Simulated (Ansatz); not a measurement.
Total energies of `N=[CH][Ga]([F])[F]`.

```xyz
7

N    -0.9009   -1.5111    0.1824
C     0.2167   -0.9565   -0.0104
Ga    0.4298    1.0033   -0.0943
F    -1.0282    1.9473    0.1140
F     1.8598    1.9637   -0.3463
H    -1.6664   -0.8434    0.2878
H     1.0893   -1.6034   -0.1334
```

The species carries charge 0 and has multiplicity 1. Correlated methods include outer-core shells of Ga, which these sets cover unevenly. Scalar relativity is left out up to krypton. The geometry is a stationary point of PBE0-D4/def2-TZVP. It is one conformer, not always the lowest. Basis def2-TZVPP, the Gaussian-basis code of Ansatz.

RPA on PBE orbitals: Hartree–Fock energy of these orbitals -2215.71285 Eh, correlation -1.63434 Eh (frozen core).

```csv
functional,energy without D4 (Eh),D4 term (kJ/mol)
LDA (SPW92),-2213.69274,–
PBE,-2218.19799,-12.5
revPBE,-2218.55436,-36.2
BLYP,-2218.82457,-27.4
r2SCAN,-2218.64500,-2.9
B97M-V,-2218.33656,–
PBE0,-2218.23290,-10.5
B3LYP,-2218.84110,-20.3
r2SCANh,-2218.61565,-3.1
r2SCAN0,-2218.57375,-3.5
HSE06 (plane-wave form),-2218.21989,-9.9
BHLYP,-2218.63290,-16.3
CAM-B3LYP,-2218.82064,-10.7
LC-ωPBE,-2218.36366,–
ωB97X-V,-2218.51348,–
ωB97M-V,-2218.60647,–
B2PLYP,-2218.25035,–
PBE-QIDH,-2217.85926,–
```

B3LYP takes the VWN-RPA correlation (the form of Gaussian; ORCA's B3LYP/G). HSE06 is the plane-wave form, built on full-range PBE exchange. The double hybrids freeze the cores in their second-order part.

LC-ωPBE has ω = 0.4 bohr⁻¹.
